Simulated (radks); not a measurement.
B I, 5 electrons, occupied as [He] 2s2 2p1 (the NIST ground configuration). Calculated with a radial shooting solver on a logarithmic mesh with Libxc functionals: non-relativistic Kohn-Sham, LDA (Slater exchange, Perdew-Wang correlation), spin-polarised, spherical densities, point nucleus; open shells are filled with parallel spins first; hard spherical wall at 3 bohr.

Unscreened Slater integrals over Kohn-Sham orbitals (eV). They are taken over the spin-up orbitals. Empty in this configuration: 3d.

integral     value
F0(2p,2p)   16.938
F2(2p,2p)   8.6130
F0(2p,2s)   16.462
G1(2p,2s)   10.605
F0(2p,1s)   22.339
G1(2p,1s)   2.5570
F0(2p,3d)   14.535
F2(2p,3d)   7.5266
G1(2p,3d)   8.9759
G3(2p,3d)   5.6510
F0(2s,2s)   16.147
F0(2s,1s)   21.877
G0(2s,1s)   1.8810
F0(2s,3d)   14.374
G2(2s,3d)   7.4828
F0(1s,1s)   76.876
F0(1s,3d)   15.949
G2(1s,3d)  0.17581
F0(3d,3d)   13.439
F2(3d,3d)   8.3107
F4(3d,3d)   5.8518

Derived for the open shells (J is the average intra-shell exchange parameter used in DFT+U). 2p: J = F2/5 = 1.723 eV.
